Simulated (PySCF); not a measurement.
A thermochemical cycle for BI

PBE in PySCF with def2-SVPD on every atom (core potentials on I), for the lowest determinant that a PBE0 search found; no spin–orbit coupling. BI, a singlet (closed shell), has De = 4.02 eV to neutral atoms, and BI⁺, a doublet (σ ↑), has De = 3.75 eV to B⁺ + I.

At the same level the B atom ionises at 8.75 eV.

Task: What is the adiabatic ionisation energy of the molecule, and does ionisation strengthen or weaken the bond?

Result: IE = IE(B) + De(neutral) − De(ion) = 8.75 + 4.02 − 3.75 = 9.02 eV. De changes by -0.27 eV, so ionisation weakens the bond.

Spin–orbit coupling is left out, which matters for elements this heavy, above all for dissociation energies. For an ion De counts to the pair picked by the measured ionisation energies or electron affinities, which need not be the lowest pair at this level. States were picked by a PBE0 search and need not be the measured ground states.
